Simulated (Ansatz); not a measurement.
System: NbCl, net charge 0, quintet state. The spin state was set by rule; other spins were not relaxed. 
Geometry from a B3LYP-D3(BJ)/def2-TZVP (Ansatz, an electronic-structure program) optimisation:
```xyz
2

Nb     0.0000     0.0000    -0.6765
Cl     0.0000     0.0000     1.6316
```
Charge 0, spin multiplicity 5.

Quantity: vertical ionisation energy (to the quartet state of charge +1; each state is the SCF solution reached for its spin; for the quartet the Hartree-Fock reference is unstable and T1 is 0.029), in eV. Correlated levels leave the core frozen unless marked. UHF or UKS for open shells. Spin-orbit coupling is left out. Frozen are the shells of the preceding noble gas and the d and f shells that filled before the atom's block. In def2 rows, elements after Kr have scalar-relativistic effective core potentials. 

```
level                 program  vertical ionisation energy (eV)
--------------------  -------  -------------------------------
PBE/def2-TZVPD         Ansatz                             7.32
B3LYP/def2-TZVPD       Ansatz                             7.31
BHLYP/def2-TZVPD       Ansatz                             7.17
CAM-B3LYP/def2-TZVPD   Ansatz                             7.31
wB97X-V/def2-TZVPD     Ansatz                             7.15
CCSD/def2-SVPD         Ansatz                             7.04
CCSD/def2-TZVPPD       Ansatz                             7.10
CCSD(T)/def2-SVPD      Ansatz                             6.98
CCSD(T)/def2-TZVPPD    Ansatz                             7.05
```
